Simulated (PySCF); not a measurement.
CuH₃, triplet: structure and spectrum

Computed with UPBE0 in PySCF with Cu def2-TZVP, H def2-TZVP; no relativity; density-fitted integrals.

The structure is a minimum.

Coordinates in bohr (charge 0 multiplicity 3):
```
Cu    0.0000    0.0342    0.0000
H     0.0004   -0.7121    2.8442
H     2.4630   -0.7121   -1.4225
H    -2.4634   -0.7121   -1.4218
```

```
Point group                                                                   : C3v
Bond lengths                                                                  : Cu–H 1.556 Å (×3)
Bond angles                                                                   : H–Cu–H 113.8° (×3)
Zero-point energy                                                             : 36.9 kJ/mol
Dipole moment                                                                 : 1.00 D
Rotational symmetry number                                                    : 3
Heat capacity Cp at 298.15 K                                                  : 49.1 J/(mol K)
Lowest empty level (β)                                                        : -3.84 eV
Enthalpy at 298.15 K above 0 K                                                : 11.71 kJ/mol
Rotational constants                                                          : 4.351, 4.351, 2.461 cm⁻¹
Atomisation energy without zero-point energy                                  : 447 kJ/mol
Principal polarisabilities                                                    : 23.8, 47.2, 47.2 bohr³
Highest occupied level (α)                                                    : -7.80 eV
Principal quadrupole moments (Buckingham, traceless) about the centre of mass : -0.81, -0.81, 1.63 D Å
Entropy at 298.15 K and 1 bar (electronic part: spin only)                    : 237.5 J/(mol K)
Spin squared ⟨S²⟩                                                             : 2.012
```

Harmonic modes (masses in u: Cu 62.930, H 1.008):
| symmetry | ω (cm⁻¹) | IR (km/mol, summed over degenerate members) | μ (u) | type |
| --- | --- | --- | --- | --- |
| a1 | 342 | 94.7 | 1.05 | bend |
| e | 620 | 107 | 1.03 | bend |
| e | 1491 | 125 | 1.03 | stretch |
| a1 | 1610 | 1.1 | 1.01 | stretch |

In C3v the vibrations span 2a1 + 2e.

Charges (e):
```tsv
atom	Mulliken	Löwdin	polar tensor	spin (Mulliken)	Mayer order to Cu1
Cu1	0.08	0.11	0.21	0.49	–
H2,3,4	-0.03	-0.04	-0.07	0.50	0.71
```

Mulliken populations on Cu1: s 6.97, p 12.41, d 9.54, f 0.00.

Formally Cu is in oxidation state +3, d8, with 2 unpaired electrons (the high-spin count). The Mulliken spin on Cu is 0.49, so most of the spin sits on the ligands and the formal count fails. The polar-tensor charge on Cu, 0.21, is far below the formal one.

Only a few start shapes were tried, so a lower isomer may exist. With open d or f shells other occupations or spin states may lie lower. At this level a singlet minimum of C2v symmetry lies 279 kJ/mol below this structure.

The final relaxation and frequency run took about 30 core-seconds on a shared host.
